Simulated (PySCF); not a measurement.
PySCF input for C4H8O2, SMILES OCC1COC1, PBE-D3(BJ)/def2-SVP. Coordinates come from a PBE-D3(BJ)/def2-SVP optimisation. The values are those of a single conformer.

```python
import numpy as np
from pyscf import gto, scf, dft, df
from pyscf.hessian import thermo

mol = gto.M(
    atom='''
    O     2.29142489   -0.29326649    0.23241710
    C     1.24991382    0.29057864   -0.52793645
    C    -0.02066471    0.51579871    0.28425275
    C    -0.73051497   -0.77686242    0.73485139
    O    -1.79626857   -0.57861748   -0.22037923
    C    -1.30542141    0.73736687   -0.54214613
    H     2.52711679    0.34069862    0.93465428
    H     1.55994388    1.25027898   -1.01368398
    H     1.02895573   -0.42486682   -1.34936269
    H     0.16294384    1.26298665    1.08613051
    H    -0.16302087   -1.71903570    0.56490189
    H    -1.10058713   -0.76851514    1.78680647
    H    -1.97246853    1.54636094   -0.16172451
    H    -1.16401083    0.88587351   -1.63815441
    ''',
    basis='def2-SVP',
    charge=0,
    spin=0,
    max_memory=1600,
    verbose=3,
)
mf = dft.RKS(mol, xc='pbe').density_fit(auxbasis='def2-universal-jkfit')
mf.disp = 'd3bj'
mf.grids.level = 3
mf.conv_tol = 1e-11
mf.max_cycle = 100
mf.kernel()

# analytic Hessian; the response equations are solved on a coarser grid
h, args, fine = mf.Hessian(), (mf.mo_energy, mf.mo_coeff, mf.mo_occ), mf.grids
h.max_memory = max(150, 2.5e-5 * df.make_auxmol(mol, mf.with_df.auxbasis).nao * mol.nelec[0] * (mol.nelec[0] + mol.nao))  # MB; small integral blocks
h1ao = h.make_h1(mf.mo_coeff, mf.mo_occ)
mf.grids = dft.Grids(mol).set(level=1).build(with_non0tab=True)
mo1, mo_e1 = h.solve_mo1(*args, h1ao)
mf.grids = fine
hess = h.hess_elec(*args, mo1, mo_e1, h1ao) + h.hess_nuc()
if mf.do_disp():
    hess += h.get_dispersion()
for i in range(mol.natm):  # the analytic DFT Hessian lacks the response of the grid: restore translational invariance
    hess[i, i] -= hess[i].sum(axis=0)
hess = (hess + hess.transpose(1, 0, 3, 2)) / 2
vib = thermo.harmonic_analysis(mol, hess, imaginary_freq=False)
thermo.dump_normal_mode(mol, vib)
th = thermo.thermo(mf, vib['freq_au'][vib['freq_au'] > 0], 298.15, 101325)
thermo.dump_thermo(mol, th)
g0 = mf.nuc_grad_method().set(verbose=0).kernel()

# dipole derivatives [dipole axis, atom, xyz] from the same response
r, irp = mol.intor('int1e_r'), mol.intor('int1e_irp').reshape(3, 3, mol.nao, mol.nao)
sl, dm0, ok = mol.aoslice_by_atom(), np.array(mf.make_rdm1()), []
dmu = np.einsum('a,xt->xat', mol.atom_charges(), np.eye(3))
for a, (_, _, p0, p1) in enumerate(sl):
    dmu[:, a] += 2 * np.einsum('xtij,ij->xt', irp[:, :, :, p0:p1], dm0.reshape(-1, mol.nao, mol.nao).sum(0)[:, p0:p1])
    for u, c, occ, f in [(mo1, mf.mo_coeff, mf.mo_occ, 4)]:
        dmu[:, a] -= f * np.einsum('tui,xuv,vi->xt', u[a], r, c[:, occ > 0], optimize=True)
L = vib['norm_mode']
ir = 974.8801 * (np.einsum('xat,kat->kx', dmu, L) ** 2).sum(1)       # km/mol
apt = np.einsum('xax->a', dmu) / 3

# polarisability derivatives from nuclear gradients in small electric fields
h0, F = mf.get_hcore(), 0.005
def in_field(f, guess):
    m = mf.copy()
    m.verbose, m.conv_tol, m.conv_tol_grad = 0, 1e-11, 2e-7
    m.get_hcore = lambda *a: h0 + np.einsum('x,xij->ij', f, r)
    m.kernel(guess)
    ok.append(m.converged)
    dm = np.array(m.make_rdm1())
    g = m.nuc_grad_method().kernel() - np.outer(mol.atom_charges(), f)
    for a, (_, _, p0, p1) in enumerate(sl):
        g[a] -= 2 * np.einsum('x,xtij,ij->t', f, irp[:, :, :, p0:p1], dm[:, p0:p1])
    return g, -np.einsum('xij,ij->x', r, dm), dm
E = np.eye(3) * F
g0, _, dm0 = in_field(np.zeros(3), dm0)
gp = [in_field(e, dm0) for e in E]
gm = [in_field(-e, 2 * dm0 - p[2]) for e, p in zip(E, gp)]
alpha = np.array([(p[1] - q[1]) / (2 * F) for p, q in zip(gp, gm)])  # bohr^3
check = abs(np.array([-(p[0] - q[0]) / (2 * F) for p, q in zip(gp, gm)]) - dmu).max()
print('static polarisability / bohr^3:', alpha.round(3))
print('largest difference of analytic and finite-field dipole derivatives / e:', check)
da = np.zeros((3, 3, mol.natm, 3))
for x in range(3):
    da[x, x] = -(gp[x][0] + gm[x][0] - 2 * g0) / F**2
for x, y in ((0, 1), (0, 2), (1, 2)):
    up, down = in_field(E[x] + E[y], gp[x][2] + gp[y][2] - dm0), in_field(-E[x] - E[y], gm[x][2] + gm[y][2] - dm0)
    both = -(up[0] + down[0] - 2 * g0) / F**2
    da[x, y] = da[y, x] = (both - da[x, x] - da[y, y]) / 2
aq = np.einsum('xyat,kat->kxy', da, L) * 0.529177210903**2           # A^2/amu^1/2
a = np.einsum('kxx->k', aq) / 3
g2 = 1.5 * (aq**2).sum((1, 2)) - 4.5 * a**2
raman, depol = 45 * a**2 + 7 * g2, 3 * g2 / (45 * a**2 + 4 * g2 + 1e-12)
print('mode   freq/cm-1   IR/(km/mol)   Raman/(A^4/amu)   depolarisation')
for k, w in enumerate(vib['freq_wavenumber']):
    print(f'{k + 1:4d} {w:11.2f} {ir[k]:13.3f} {raman[k]:17.3f} {depol[k]:16.3f}')
print('max |gradient| / (hartree/bohr):', abs(g0).max())
print('APT charges:', apt.round(4))
```

Log of the run:

```
converged SCF energy = -307.042857679554

WARN: DFTD3 does not support analytical Hessian, using finite difference


WARN: Mole.unit (angstrom) is changed to Bohr

Mode                                 0                   1                   2
Irrep
Freq [cm^-1]                       76.5505            127.9059            223.9317
Reduced mass [au]                   3.9269              2.6394              2.6701
Force const [Dyne/A]                0.0136              0.0254              0.0789
Char temp [K]                     110.1392            184.0281            322.1878
Normal mode                   x     y     z       x     y     z       x     y     z
       0   O                -0.05 -0.06 -0.04    0.08  0.10 -0.01   -0.06  0.02  0.10
       1   C                -0.05 -0.00  0.00   -0.03 -0.10 -0.01    0.01 -0.07 -0.07
       2   C                -0.01  0.06  0.04    0.01 -0.06  0.04    0.02  0.02 -0.08
       3   C                 0.00  0.06  0.07   -0.08 -0.02  0.02    0.08 -0.00 -0.06
       4   O                 0.12 -0.07 -0.10   -0.01  0.02 -0.06    0.02 -0.00  0.00
       5   C                -0.01  0.02  0.04    0.03  0.03  0.04   -0.06  0.05  0.07
       6   H                 0.02 -0.06 -0.05    0.10  0.24 -0.14   -0.15  0.10  0.05
       7   H                -0.02 -0.02 -0.01   -0.15 -0.15 -0.18    0.06 -0.14 -0.18
       8   H                -0.12  0.00  0.01   -0.04 -0.24  0.11    0.03 -0.18  0.02
       9   H                 0.02  0.09  0.01    0.08 -0.08  0.04    0.11 -0.00 -0.08
      10   H                 0.06  0.07  0.24   -0.13 -0.06  0.08    0.09  0.01 -0.11
      11   H                -0.14  0.16  0.02   -0.16  0.04 -0.01    0.14 -0.04 -0.04
      12   H                -0.09 -0.09  0.13    0.05  0.02  0.10   -0.04 -0.02  0.25
      13   H                -0.03  0.14  0.05    0.03  0.11  0.05   -0.21  0.17  0.07
Mode                                 3                   4                   5
Irrep
Freq [cm^-1]                      313.4878            367.2565            481.1514
Reduced mass [au]                   1.1718              2.0247              2.7830
Force const [Dyne/A]                0.0679              0.1609              0.3796
Char temp [K]                     451.0392            528.4003            692.2697
Normal mode                   x     y     z       x     y     z       x     y     z
       0   O                 0.04  0.03 -0.03    0.07 -0.03  0.02    0.13 -0.03 -0.03
       1   C                 0.02  0.00 -0.03    0.10  0.04  0.00    0.00 -0.06  0.08
       2   C                 0.02 -0.04 -0.03    0.00 -0.02 -0.07   -0.05  0.09  0.03
       3   C                -0.04  0.01  0.03   -0.06  0.03  0.01    0.02  0.03 -0.04
       4   O                -0.00 -0.01 -0.01   -0.04 -0.03 -0.02   -0.02 -0.01 -0.00
       5   C                 0.00 -0.00  0.02   -0.09 -0.01  0.03   -0.09  0.01 -0.02
       6   H                -0.61 -0.34  0.52    0.29  0.06 -0.13   -0.02 -0.16  0.15
       7   H                -0.02  0.05  0.02    0.14  0.10  0.15    0.01 -0.14 -0.08
       8   H                 0.08  0.02 -0.06    0.20  0.13 -0.10   -0.10 -0.16  0.19
       9   H                 0.05 -0.02 -0.04   -0.01 -0.02 -0.07   -0.13  0.13  0.01
      10   H                -0.09 -0.03  0.13   -0.13 -0.03  0.15    0.15  0.13 -0.17
      11   H                -0.07  0.13  0.02   -0.07  0.21  0.01    0.05 -0.15 -0.04
      12   H                 0.03 -0.01  0.08   -0.04 -0.05  0.22   -0.14 -0.03 -0.02
      13   H                -0.05  0.04  0.02   -0.27  0.10  0.03   -0.11  0.01 -0.02
Mode                                 6                   7                   8
Irrep
Freq [cm^-1]                      777.7531            840.4702            867.6903
Reduced mass [au]                   3.7478              2.0678              1.4422
Force const [Dyne/A]                1.3357              0.8606              0.6397
Char temp [K]                    1119.0135           1209.2494           1248.4131
Normal mode                   x     y     z       x     y     z       x     y     z
       0   O                -0.02 -0.00  0.01   -0.02  0.01 -0.02    0.01 -0.00  0.00
       1   C                 0.06  0.04 -0.06   -0.07  0.00  0.10   -0.02 -0.00  0.02
       2   C                 0.08  0.09  0.06    0.02 -0.03 -0.05    0.02 -0.05  0.03
       3   C                -0.05  0.04 -0.05    0.05  0.06 -0.05    0.07  0.05 -0.09
       4   O                -0.10 -0.06 -0.03   -0.06 -0.03 -0.01   -0.01 -0.02  0.01
       5   C                 0.04 -0.08  0.08    0.10 -0.05 -0.00   -0.06  0.04  0.00
       6   H                -0.03 -0.00  0.01    0.06 -0.06  0.02    0.01 -0.02  0.02
       7   H                 0.16 -0.08 -0.25   -0.13 -0.00  0.05   -0.04 -0.01  0.00
       8   H                -0.09 -0.07  0.08   -0.12 -0.01  0.13   -0.05 -0.02  0.05
       9   H                 0.06  0.06  0.09   -0.16  0.04 -0.08    0.11 -0.36  0.29
[...]
       4   O                -0.00 -0.00  0.00   -0.00  0.00 -0.00    0.00 -0.00  0.00
       5   C                -0.02  0.05 -0.03   -0.00  0.00 -0.00    0.03 -0.04  0.02
       6   H                 0.02 -0.01  0.01    0.00  0.00  0.00   -0.00  0.00  0.00
       7   H                -0.00  0.04  0.07    0.28  0.80 -0.39    0.02  0.05 -0.02
       8   H                -0.01 -0.05  0.02   -0.05 -0.15 -0.15   -0.00 -0.00 -0.00
       9   H                -0.05 -0.00  0.03   -0.01 -0.02 -0.03   -0.00 -0.02 -0.02
      10   H                 0.06  0.10 -0.49    0.00 -0.00 -0.00   -0.12  0.19  0.05
      11   H                -0.26  0.41 -0.07   -0.00 -0.00  0.00    0.14 -0.01 -0.36
      12   H                -0.03 -0.18  0.39    0.02 -0.03 -0.02   -0.40  0.47  0.25
      13   H                 0.22 -0.37 -0.04   -0.01 -0.01  0.06    0.08  0.05 -0.54
Mode                                30                  31                  32
Irrep
Freq [cm^-1]                     2934.9807           2968.8203           2985.3440
Reduced mass [au]                   1.0626              1.1110              1.0905
Force const [Dyne/A]                5.3928              5.7694              5.7264
Char temp [K]                    4222.7838           4271.4714           4295.2454
Normal mode                   x     y     z       x     y     z       x     y     z
       0   O                -0.00  0.00 -0.00   -0.00  0.00  0.00   -0.00  0.00  0.00
       1   C                 0.00  0.00 -0.00    0.00  0.00 -0.00   -0.01 -0.02 -0.02
       2   C                -0.00 -0.01 -0.01    0.00  0.01  0.01    0.01  0.04  0.05
       3   C                -0.01 -0.03  0.05    0.00 -0.00  0.00    0.02 -0.03 -0.01
       4   O                 0.00  0.00  0.00   -0.00  0.00  0.00   -0.00  0.00  0.00
       5   C                -0.02  0.02 -0.01    0.04 -0.03 -0.08   -0.01  0.01  0.01
       6   H                 0.00 -0.00  0.00   -0.00 -0.00 -0.00   -0.00 -0.01 -0.01
       7   H                -0.01 -0.02  0.01   -0.01 -0.02  0.01    0.01  0.04 -0.02
       8   H                -0.00 -0.01 -0.01   -0.00  0.01  0.01    0.07  0.22  0.25
       9   H                 0.02  0.08  0.09   -0.03 -0.14 -0.15   -0.12 -0.53 -0.56
      10   H                -0.21  0.33  0.08   -0.02  0.03  0.01   -0.18  0.31  0.06
      11   H                 0.26 -0.02 -0.71    0.01  0.00 -0.02   -0.03 -0.00  0.09
      12   H                 0.21 -0.25 -0.13   -0.35  0.40  0.19    0.11 -0.12 -0.06
      13   H                -0.04 -0.03  0.26   -0.09 -0.09  0.72    0.01  0.01 -0.09
Mode                                33                  34                  35
Irrep
Freq [cm^-1]                     2992.9820           3008.8718           3696.5417
Reduced mass [au]                   1.1050              1.0955              1.0662
Force const [Dyne/A]                5.8320              5.8437              8.5838
Char temp [K]                    4306.2347           4329.0965           5318.5005
Normal mode                   x     y     z       x     y     z       x     y     z
       0   O                 0.00 -0.00 -0.00    0.00 -0.00 -0.00   -0.02 -0.04 -0.04
       1   C                 0.01  0.02  0.02    0.02  0.06  0.04    0.00 -0.00 -0.00
       2   C                -0.00 -0.01 -0.02    0.01  0.03  0.03    0.00  0.00  0.00
       3   C                 0.04 -0.05 -0.04   -0.01  0.01  0.01   -0.00 -0.00  0.00
       4   O                -0.00  0.00  0.00    0.00 -0.00 -0.00    0.00  0.00  0.00
       5   C                 0.00 -0.00 -0.00   -0.00  0.00  0.01    0.00 -0.00 -0.00
       6   H                 0.00  0.00  0.00   -0.01  0.01  0.01    0.24  0.62  0.70
       7   H                -0.02 -0.05  0.03   -0.06 -0.16  0.09    0.00 -0.00  0.00
       8   H                -0.06 -0.21 -0.23   -0.15 -0.52 -0.59    0.00  0.01  0.01
       9   H                 0.04  0.17  0.18   -0.06 -0.29 -0.31   -0.00 -0.00 -0.00
      10   H                -0.37  0.63  0.12    0.07 -0.13 -0.02   -0.00  0.00 -0.00
      11   H                -0.14 -0.01  0.39    0.04  0.00 -0.10    0.00  0.00 -0.00
      12   H                -0.02  0.02  0.01    0.04 -0.05 -0.02    0.00 -0.00  0.00
      13   H                -0.00 -0.00  0.02    0.00  0.01 -0.06    0.00 -0.00  0.00
temperature 298.1500 [K]
pressure 101325.00 [Pa]
Rotational constants [GHz] 8.21009 2.35663 2.07315
Symmetry number 1
Zero-point energy (ZPE) 0.11669 [Eh]   306362.108 [J/mol]
                           tot       elec      trans        rot        vib
Entropy [J/mol/K]       332.236      0.000    164.601    110.815     56.820
Cv [J/mol/K]             93.649      0.000     12.472     12.472     68.705
Cp [J/mol/K]            101.963      0.000     20.786     12.472     68.705
Internal energy [J/mol]                      3718.434   3718.434 315766.034
Internal energy [Eh]   -306.91976  -307.04286
Enthalpy [J/mol]                             6197.391   3718.434 315766.034
Enthalpy [Eh]          -306.91881
Gibbs free energy [J/mol]                  -42878.335 -29321.081 298825.153
Gibbs free energy [Eh] -306.95654
static polarisability / bohr^3: [[51.52  -1.699  1.235]
 [-1.7   48.962 -3.37 ]
 [ 1.234 -3.373 50.227]]
largest difference of analytic and finite-field dipole derivatives / e: 0.0005084939727492688
mode   freq/cm-1   IR/(km/mol)   Raman/(A^4/amu)   depolarisation
   1       76.55         2.713             0.165            0.627
   2      127.91         0.851             0.343            0.639
   3      223.93         3.215             0.245            0.748
   4      313.49       105.209             2.835            0.738
   5      367.26        11.617             1.942            0.452
   6      481.15        18.268             3.393            0.600
   7      777.75         3.402             4.268            0.750
   8      840.47         6.106             7.844            0.213
   9      867.69         1.868             4.494            0.720
  10      884.40         9.430             2.133            0.542
  11      955.53        23.779             2.921            0.356
  12     1022.95        35.495             2.179            0.390
  13     1037.80        72.003             6.061            0.521
  14     1061.52        95.087             0.579            0.355
  15     1082.72         1.455             8.722            0.420
  16     1099.98        16.596             6.291            0.539
  17     1118.18         1.287             9.702            0.693
  18     1125.49         0.178             5.855            0.717
  19     1196.48         4.312             7.143            0.716
  20     1218.75        16.997             5.753            0.699
  21     1252.65         1.047             6.473            0.750
  22     1293.21         7.205             6.135            0.750
  23     1334.34         1.946             5.541            0.506
  24     1345.00         4.119             2.479            0.564
  25     1368.83        41.241             5.224            0.746
  26     1431.85         3.146             7.400            0.723
  27     1442.50         0.611             5.385            0.749
  28     1469.75         1.799            27.604            0.638
  29     2893.53        62.865           121.089            0.228
  30     2920.57       139.346            48.506            0.205
  31     2934.98        25.350           250.520            0.106
  32     2968.82        38.638           112.849            0.650
  33     2985.34         7.632           192.126            0.230
  34     2992.98        30.422            87.007            0.707
  35     3008.87        56.751            14.888            0.663
  36     3696.54        18.470            83.996            0.255
max |gradient| / (hartree/bohr): 5.1156889229354656e-05
APT charges: [-0.573   0.5164 -0.0165  0.4105 -0.5831  0.4328  0.2399 -0.0901 -0.029
 -0.0481 -0.0362 -0.0817 -0.0835 -0.0585]
```

The calculation finished and met its thresholds.
